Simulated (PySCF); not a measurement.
## Relaxation of doublet PbF3

Computed with PySCF, UPBE0, basis Pb def2-SVP with ECP60, F def2-SVP (scalar-relativistic core potentials, no spin–orbit coupling, density fitting). A (50,194) grid was used.

A hand-made trigonal pyramidal start, of C3v symmetry, held to at least that symmetry:

Coordinates in bohr (charge 0 multiplicity 2):
```
Pb    0.0000    0.0000   -0.3969
F     3.4706    0.0000    1.4484
F    -1.7353    3.0056    1.4484
F    -1.7353   -3.0056    1.4484
```

Optimiser trace:
| step | E − E(last) (kJ/mol) | largest gradient (Eh/bohr) |
| --- | --- | --- |
| 0 | 9.26 | 0.02609 |
| 1 | -0.01 | 0.00247 |
| 2 | -0.04 | 0.00076 |
| 3 | -0.03 | 0.00054 |
| 4 | -0.02 | 0.00037 |
| 5 | 0.00 | 0.00001 |

It ends at C3v with Pb–F 2.056 Å (×3); F–Pb–F 107.8° (×3) (after a last refinement on a finer grid). A frequency run shows a minimum. Other isomers or separated fragments may lie lower.

With an element this heavy the missing spin–orbit coupling can shift these numbers.

The relaxation took about 29 core-seconds on a shared host.
